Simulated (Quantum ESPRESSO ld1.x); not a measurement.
Tc IV, 40 electrons, occupied as [Ar] 3d10 4s2 4p4 4d4 5p2 (not the ground configuration). Method: scalar-relativistic Kohn-Sham, revPBE, spin-unpolarised, spherical densities, point nucleus; computed with ld1.x of Quantum ESPRESSO 7.5. Some entries of the table are withheld. Estimate them.

orbital  occ.  eigenvalue (eV)  <1/r> (bohr^-1)
1s          2         -20921.6              (1)
2s          2         -3028.07              (2)
2p          6              (3)            9.794
3s          2         -568.363            3.483
3p          6         -465.614            3.315
3d         10         -299.470            3.086
4s          2              (4)            1.327
4p          4              (5)            1.202
4d          4              (6)           0.9504
5p          2         -25.7340           0.4685

Answer. 
(1) 1s <1/r> (bohr^-1): 44.71
(2) 2s <1/r> (bohr^-1): 10.09
(3) 2p eigenvalue (eV): -2715.21
(4) 4s eigenvalue (eV): -118.380
(5) 4p eigenvalue (eV): -89.1906
(6) 4d eigenvalue (eV): -46.4300
